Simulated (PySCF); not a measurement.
Fluoroethane, SMILES C(C)F, B3LYP/def2-SVP optimised geometry. Atoms within 1.6 Å of the plane z = 0.0 Å (x, y, z in Å): C1 (0.27, 0.37, 0.00), C2 (-0.27, -0.37, -1.21), H4 (-0.08, -0.11, 0.93), H5 (1.37, 0.37, 0.00), H6 (-0.07, 1.42, 0.00), H7 (-1.37, -0.38, -1.21), H8 (0.08, -1.42, -1.22).

Computed with PySCF with B3LYP/def2-TZVP. Cells within 0.4 Å of a nucleus heavier than hydrogen are left out (blank, or x).

Map of the Laplacian of the electron density (e/bohr⁵), clipped to [-1.50, 1.50] on the plane z = 0.0 Å:

```
|77777777777777777777777777777|
|77777777777777777777777777777|
|77777777777777777777777777777|
|77777777777777777777777777777|
|77777777777777777777777777777|
|77777777777777777777777777777|
|77777777777778877777777777777|
|77777777777788788777777777777|
|77777777777781078877777777777|
|77777777777872058887777777777|
|77777777777886347888877777777|
|777777777778873x8677787777777|
|77777777777887xxx230087777777|
|77777777777887xxx230087777777|
|777777777778887x9677787777777|
|77777777777888888888877777777|
|77777777777888888887777777777|
|77777777777778888777777777777|
|77777777777777777777777777777|
|77777777777777777777777777777|
|77777777777777777777777777777|
|77777777777777777777777777777|
|77777777777777777777777777777|
|77777777777777777777777777777|
|77777777777777777777777777777|
|77777777777777777777777777777|
|77777777777777777777777777777|
|77777777777777777777777777777|
|77777777777777777777777777777|
```
Scale: ten equal steps from -1.50 (start of '0') to 0.465 (end of '9'), in the order '0123456789'; x runs from -3.50 to 3.50, y from -3.50 (bottom) to 3.50 (top).
